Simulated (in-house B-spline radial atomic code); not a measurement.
## Mn VII (Mn6+): [Ar] 3d1

Method: Dirac-Kohn-Sham PBE0, spherical fractional occupations, Fermi nucleus of rms radius 3.7057 fm. Calculated with a B-spline radial code for spherical atoms.

Screening seen three ways: the hydrogenic charge with the same mean radius, Z_r = [3n² - l(l+1)]/(2<r>), the one with the same energy, Z_e = n√(-2ε), and Slater's rules. Values are occupation-weighted means over j.

```json
{"shell": "1s", "electrons": "2", "ε (eV)": "-6584.7", "<r> (bohr)": "0.0609", "Z_r": "24.63", "Z_e": "22.00", "Slater": "24.70"}
{"shell": "2s", "electrons": "2", "ε (eV)": "-875.34", "<r> (bohr)": "0.2785", "Z_r": "21.54", "Z_e": "16.04", "Slater": "20.85"}
{"shell": "2p", "electrons": "6", "ε (eV)": "-758.23", "<r> (bohr)": "0.2466", "Z_r": "20.27", "Z_e": "14.93", "Slater": "20.85"}
{"shell": "3s", "electrons": "2", "ε (eV)": "-195.5", "<r> (bohr)": "0.8067", "Z_r": "16.73", "Z_e": "11.37", "Slater": "13.75"}
{"shell": "3p", "electrons": "6", "ε (eV)": "-161.03", "<r> (bohr)": "0.8316", "Z_r": "15.03", "Z_e": "10.32", "Slater": "13.75"}
{"shell": "3d", "electrons": "1", "ε (eV)": "-103.77", "<r> (bohr)": "0.8707", "Z_r": "12.06", "Z_e": "8.29", "Slater": "7.00"}
```

The least bound orbital is 3d5/2 at -103.7 eV, and it is also the most diffuse (<r> = 0.8714 bohr).

Spin-orbit splittings of the orbital energies (j = l + 1/2 above j = l - 1/2 when positive): 2p 10.47 eV, 3p 1.52 eV, 3d 0.1895 eV.

For the 1s electron the small component carries 0.807 % of the norm, the zero-frequency Breit interaction raises the level by 7.407 eV, self-energy by 3.606 eV, and vacuum polarisation lowers it by 0.3006 eV.

Caution: exact exchange at fractional occupations of open shells leaves self-interaction of up to several eV.
